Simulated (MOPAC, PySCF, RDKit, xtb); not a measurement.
Dimer: SiH4 (SMILES [SiH4]) (first 5 atoms) with C3H4 (SMILES C=C=C); geometry from B3LYP-D3(BJ)/def2-TZVP, rigid monomers moved along the line of their centres of mass till Si1···C6 is 3.29 Å.
(charge 0, multiplicity 1):
```
atom    x (Å)    y (Å)    z (Å)
----  -------  -------  -------
Si    -0.1806  -0.0308   0.1096
H     -0.6413  -1.4251   0.2873
H     -1.0414   0.8864   0.8881
H     -0.2671   0.3286  -1.3262
H      1.2230   0.0972   0.5575
C      0.0651  -1.2657   3.1498
C      0.0997   0.0149   3.3723
C      0.1323   1.2970   3.5815
H      0.9483  -1.8043   2.8259
H     -0.8473  -1.8359   3.2803
H      0.3738   1.7038   4.5566
H     -0.0820   1.9993   2.7841
```

Monomers are frozen at their geometry in the pair; levels with a basis set take the counterpoise correction.

Rows in 6-31G* carry no dispersion term and start afresh at each structure (6-31G* with six Cartesian d functions). The state reached by PM6 isn't checked.

Codes used: MOPAC for PM6 (differences of heats of formation); PySCF for 6-31G* rows; RDKit for the force fields; xtb for the GFN methods. Each number belongs to the level named beside it.

Q: One of these levels gives 4.02 kcal/mol for the interaction energy. Which?
(A) GFN2-xTB
(B) HF/6-31G*
(C) MMFF94
(D) PM6

A: B, HF/6-31G*. The others give 7.21 (MMFF94), -0.56 (PM6), -0.12 (GFN2-xTB)
